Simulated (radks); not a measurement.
Values are calculated unless marked as measured or tabulated.
Question: The mean radii <r> (bohr) of the occupied orbitals of an atom or ion are listed with their occupations. Level of theory: Dirac Kohn-Sham, BLYP, spin-unpolarised, spherical densities, point nucleus (a radial shooting solver on a logarithmic mesh with Libxc functionals).

orbital     occ.      <r>
1s1/2          2  0.02111
2s1/2          2  0.08922
2p1/2          2  0.07437
2p3/2          4  0.08143
3s1/2          2   0.2341
3p1/2          2   0.2238
3p3/2          4   0.2372
3d3/2          4   0.2097
3d5/2          6   0.2138
4s1/2          2   0.5285
4p1/2          2   0.5386
4p3/2          4   0.5687
4d3/2          4   0.5988
4d5/2          6   0.6093
5s1/2          2    1.252
5p1/2          2    1.384
5p3/2          4    1.471
4f5/2    3.42857   0.7620
4f7/2    4.57143   0.7714
6s1/2          2    3.071

Name the element and its charge. Open shells, if any, are shared by 2j + 1.

Answer: Z = 66, dysprosium, charge +2: Dy2+ in [Xe] 4f8 6s2. The 1s radius gives Z: for a bare nucleus <r> = (2 gamma + 1)/(2Z) with gamma = sqrt(1 - (Z/c)^2), 0.02085 bohr for Z = 66, and screening makes it slightly larger (0.02111 here). The occupations add up to 64, and the charge is Z minus that.
